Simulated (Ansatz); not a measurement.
Reactions of C₂H₉NOSi (`NCCO[SiH3]`).

Calculated with Ansatz (gas phase, PBE0-D4/def2-TZVP geometries, no zero-point term in ΔE). CCSD(T)/CBS is the MP2 limit (def2-TZVPP, def2-QZVPP) plus CCSD(T) − MP2 in def2-TZVPP, frozen cores. This one scheme is used for every species, atoms too. For atomizations the MP2-based limit and the directly extrapolated one differ by several kJ/mol either way, and by 10 to 25 for some Ge, Se and Sn compounds, so smaller differences from it don't rank the levels. Functionals use def2-TZVPP. Open shells (•) are unrestricted, without spin–orbit coupling. Spin–orbit coupling would lower the free atoms: a little for C, O, Si. One conformer a species, not always the lowest.

```csv
reaction,B2PLYP (eV),CCSD/CBS(def2) (eV),HF/CBS(def2) (eV),PBE0-D4 (eV),CCSD(T)/CBS(def2) (eV)
`NCCO[SiH3]` + H₂S → `NCCS` + `O[SiH3]`,-0.31,-0.33,-0.19,-0.34,-0.35
`NCCO[SiH3]` → 2 C• + 9 H• + N• + O• + Si•,51.85,51.80,38.00,52.24,52.45
`NCCO[SiH3]` → `NCCO` + `[SiH2]`,3.34,3.33,3.33,3.39,3.36
`NCCO[SiH3]` → `C[Si](C)(N)O`,-2.82,-2.88,-2.63,-2.84,-2.90
`NCCO[SiH3]` → `CC(O)N[SiH3]`,0.11,0.10,0.21,0.04,0.08
`NCCO[SiH3]` + `CO[Si](Cl)(Cl)Cl` → `[SiH3]O[Si](Cl)(Cl)Cl` + `COCCN`,-0.22,-0.24,-0.25,-0.23,-0.23
`NCCO[SiH3]` → `C[SiH2]NCO`,-0.20,-0.19,-0.06,-0.28,-0.21
`NCCO[SiH3]` + `OCS[SiH3]` → `[SiH3]OCS[SiH3]` + `NCCO`,0.07,0.05,0.05,0.07,0.06
`NCCO[SiH3]` + `[NH2][AlH2]` → `NC[NH][AlH2]` + `CO[SiH3]`,0.38,0.43,0.38,0.38,0.43
`NCCO[SiH3]` → `CN(C)[SiH2]O`,-1.17,-1.17,-1.05,-1.16,-1.18
```

Largest T1 diagnostic: 0.014, for `[SiH2]`.
